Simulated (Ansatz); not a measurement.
The inner images of a band of BClF2 + H2 (6 atoms, charge 0, multiplicity 1) are given out of order.

These are results of Ansatz 0.2.0, RKS PBE/def2-SVP, not measurements.

First end point:

```xyz
6
Properties=species:S:1:pos:R:3
B 0.017 0.483 -0.052
F 0.006 0.806 1.232
Cl 1.517 0.498 -0.960
F -1.124 0.163 -0.642
H 0.349 -2.400 0.813
H 0.263 -2.015 1.472
```

Last end point:

```xyz
6
Properties=species:S:1:pos:R:3
B 0.102 -0.444 -0.418
F 0.093 -0.018 1.868
Cl 1.527 0.464 -0.924
F -1.101 0.074 -0.623
H 0.210 -1.612 -0.099
H 0.196 -0.930 2.061
```

**Question.** Put them in order from the first end to the last, with their energies above the first end.
A.
```xyz
6
Properties=species:S:1:pos:R:3
B 0.102 -0.410 -0.260
F 0.106 -0.003 1.790
Cl 1.548 0.398 -0.858
F -1.103 0.060 -0.555
H 0.201 -1.574 0.130
H 0.175 -0.937 1.617
```
B.
```xyz
6
Properties=species:S:1:pos:R:3
B 0.078 -0.052 0.125
F 0.061 0.330 1.466
Cl 1.555 0.264 -0.814
F -1.093 -0.073 -0.515
H 0.234 -1.663 0.446
H 0.193 -1.272 1.157
```
C.
```xyz
6
Properties=species:S:1:pos:R:3
B 0.097 -0.281 -0.014
F 0.102 0.088 1.588
Cl 1.565 0.306 -0.816
F -1.107 0.011 -0.509
H 0.203 -1.571 0.333
H 0.169 -1.019 1.282
```
D.
```xyz
6
Properties=species:S:1:pos:R:3
B 0.051 0.192 0.096
F 0.027 0.558 1.378
Cl 1.547 0.287 -0.827
F -1.092 -0.079 -0.520
H 0.268 -1.876 0.523
H 0.227 -1.547 1.215
```
E.
```xyz
6
Properties=species:S:1:pos:R:3
B 0.034 0.354 0.024
F 0.009 0.736 1.293
Cl 1.535 0.381 -0.886
F -1.093 -0.006 -0.568
H 0.272 -2.132 0.655
H 0.270 -1.798 1.346
```

**Answer.** E (+0.02 eV), D (+0.17 eV), B (+0.80 eV), C (+1.76 eV), A (+1.38 eV).

Run time: 75 s on 1 thread of Intel(R) Xeon(R) 6975P-C (Granite Rapids) (shared host), peak memory 0.13 GiB.
